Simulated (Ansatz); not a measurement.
An input meant for the cluster Al4⁻ (charge -1, doublet; atoms displaced at random, 0.03 Å in each coordinate; with a point charge).

```yaml
crystal:
  periodic: [false, false, false]
  atoms:
    - {symbol: Al, position_ang: [-2.893916, 0.459458, 0.138724]}
    - {symbol: Al, position_ang: [2.984857, -0.453533, -0.041620]}
    - {symbol: Al, position_ang: [-0.619661, -3.753733, 0.080737]}
    - {symbol: Al, position_ang: [0.538114, 3.782380, -0.200721]}
basis:
  gaussian: {orbitals: def2-SVPD, point_charges: [{charge: 2.00, position_ang: [4.936, -0.137, -0.074]}]}
total_charge: -1
magnetization: {spin_polarized: true, initial_magnetization: 1}
hamiltonian: {xc: {name: r2SCAN50}}
scf: {omitted_lower_state_checks: [starts]}
output: {forces: true}
```

```sh
$ ansatz run in.yaml --threads 4 --pin off --events-out ev --progress --plain --max-ram 3916MiB
```

Output, abridged:

```
Functional definition: r2SCAN50
848 factors; integrals over basis functions are off by at most 4.8e-4 eV
mean field evaluation 1: about -26343.8510 eV, gradient 4.0e1 eV
mean field evaluation 2: about -26203.6491 eV, gradient 7.2e1 eV
mean field evaluation 4: about -26374.3927 eV, gradient 3.3e1 eV
mean field evaluation 8: about -26392.5597 eV, gradient 4.2e0 eV
mean field evaluation 16: about -26394.7438 eV, gradient 5.7e-1 eV
mean field evaluation 32: about -26394.9451 eV, gradient 9.6e-6 eV
mean field -26394.94509898 eV, -969.9963412513 hartree, gradient 1.2e-6 eV, S^2 1.784628; 0 other end points of the search recorded, 0 dependent functions left out
reference -26394.94511845 eV, -969.9963419668 hartree; 27, 26 occupied and 69, 70 virtual orbitals, 848 factors
Total energy: -26394.94511845 eV, -969.9963419668 hartree
Atom 0 at    -2.893916     0.459458     0.138724 Å, force     0.537298    -0.064334    -0.036859 eV/Å
Atom 1 at     2.984857    -0.453533    -0.041620 Å, force     2.447726     0.584937    -0.044996 eV/Å
Atom 2 at    -0.619661    -3.753733     0.080737 Å, force     0.071237     0.516035    -0.002356 eV/Å
Atom 3 at     0.538114     3.782380    -0.200721 Å, force    -0.128256    -0.520669     0.038349 eV/Å
Dipole moment:    -9.647503     0.545847     0.131544 e Å
Checks for a lower state left out: starts
```

In this input the coordinates are in bohr but typed as ångström. The run converged. The result belongs to that input, not to the species as meant.

The charge -1 doublet is spin-contaminated (final ⟨S²⟩ up to 1.78, 0.75 for a pure state).
